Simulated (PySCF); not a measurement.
C8H7FOS.
Numbering: `[CH3:1][S:2][c:3]1[cH:4][cH:5][c:6]([C:7](=[O:8])[F:9])[cH:10][cH:11]1` (hydrogens: H12, H13, H14 on C1; H15 on C4; H16 on C5; H17 on C10; H18 on C11)

Structure used (PBE0-D3(BJ)/def2-SVP), in Å, numbered top down from 1:
```xyz
18
C8H7FOS angstrom
C      3.174    1.193    0.671
S      2.397   -0.269    1.372
C      0.798   -0.269    0.657
C      0.326    0.706   -0.236
C     -0.959    0.614   -0.750
C     -1.798   -0.446   -0.389
C     -3.149   -0.494   -0.968
O     -3.639    0.278   -1.726
F     -3.847   -1.563   -0.544
C     -1.329   -1.421    0.504
C     -0.047   -1.333    1.020
H      3.249    1.128   -0.424
H      4.188    1.216    1.093
H      2.649    2.114    0.963
H      0.959    1.543   -0.533
H     -1.336    1.367   -1.445
H     -1.980   -2.249    0.788
H      0.314   -2.096    1.714
```

The calculation used PySCF, PBE0-D3(BJ)/def2-SVP geometry optimisation, gas phase.

Masses are those of the commonest isotopes; rigid-rotor values at the optimised geometry. The values belong to one conformer with, in the numbering `[CH3:1][S:2][c:3]1[cH:4][cH:5][c:6]([C:7](=[O:8])[F:9])[cH:10][cH:11]1`, C1–S2–C3–C4 -1°, C5–C6–C7–O8 0°.

Question: What are A, B and C (MHz)?

Answer: Ia = 164.74, Ib = 1139.55, Ic = 1300.98 u·Å²; 505379 MHz·u·Å²/I gives A = 3068, B = 443.5, C = 388.5 MHz.

Question: Classify the top.

Answer: A near-prolate asymmetric top; Ray's κ = -0.959.

Question: What does the inertial defect say?

Answer: Not planar: Δ = Ic − Ia − Ib = -3.30 u·Å². For a rigid frame Δ = −2 Σ m c², so Σ m c² = 1.65 u·Å² lies off the ab plane: 1.64 from hydrogen and 0.01 from heavier atoms. The atom farthest from that plane is 0.92 Å away.

Question: Which lines would a microwave search look for?

Answer: The dipole components are |μa| = 4.47 D, |μb| = 0.32 D, |μc| = 0.00 D; the mirror of this Cs structure is the ab plane, so μc vanishes by symmetry (the 0.01 D computed is a residue) and there are no c-type lines. Intensities carry the squares of the components, which stand as 1.00 : 0.01 (a : b). Some lines, for components of 0.1 D or more:

| type | branch | J(Ka,Kc) | MHz | lower level (cm⁻¹) |
| --- | --- | --- | --- | --- |
| a | Q | 3(1,2) ← 3(1,3) | 330 | 0.249 |
| a | R | 2(1,2) ← 1(1,1) | 1609 | 0.115 |
| a | R | 2(0,2) ← 1(0,1) | 1663 | 0.028 |
| a | R | 2(1,1) ← 1(1,0) | 1719 | 0.117 |
| a | R | 3(2,1) ← 2(2,0) | 2499 | 0.437 |
| b | Q | 1(1,0) ← 1(0,1) | 2679 | 0.028 |
| b | Q | 2(1,1) ← 2(0,2) | 2735 | 0.083 |
| b | Q | 4(1,3) ← 4(0,4) | 2938 | 0.277 |
| a | R | 4(0,4) ← 3(0,3) | 3319 | 0.166 |
| a | R | 4(2,3) ← 3(2,2) | 3327 | 0.520 |
| a | R | 4(3,2) ← 3(3,1) | 3329 | 0.963 |
| a | R | 4(2,2) ← 3(2,1) | 3336 | 0.520 |
| a | R | 4(1,3) ← 3(1,2) | 3436 | 0.260 |
| b | R | 4(1,4) ← 3(0,3) | 5707 | 0.166 |
| b | Q | 3(2,1) ← 3(1,2) | 7795 | 0.260 |
| b | Q | 2(2,0) ← 2(1,1) | 7874 | 0.174 |
| b | Q | 3(2,2) ← 3(1,3) | 8121 | 0.249 |
| b | Q | 4(2,3) ← 4(1,4) | 8232 | 0.357 |
| b | R | 3(2,2) ← 2(1,1) | 10369 | 0.174 |
| b | R | 4(2,3) ← 3(1,2) | 11118 | 0.260 |
| b | Q | 4(3,1) ← 4(2,2) | 13249 | 0.632 |
| b | Q | 4(3,2) ← 4(2,3) | 13262 | 0.631 |
| b | R | 3(3,0) ← 2(2,1) | 15755 | 0.437 |
| b | R | 4(3,2) ← 3(2,1) | 16585 | 0.520 |
| b | R | 4(3,1) ← 3(2,2) | 16589 | 0.520 |

Question: Estimate the classical rotational partition function at 100 K, 200 K and 298.15 K.

Answer: Point group Cs, symmetry number σ = 1; q = (√π/σ)·√((kT/h)³/(ABC)), k/h = 20836.6 MHz/K: 232000 at 100 K, 656000 at 200 K, 1190000 at 298.15 K.

PBE0-D3(BJ)/def2-SVP frequencies: not computed here. No vibrational averaging or centrifugal distortion is included, and the geometry carries the error of its method. A rigid rotor knows nothing of internal rotation, which can split or shift real lines.

Time: 2.5 min wall; peak memory 1.1 GiB. Hardware: one thread, Intel Xeon 6975P-C (x86_64), shared host. That covers the optimisation of the geometry.
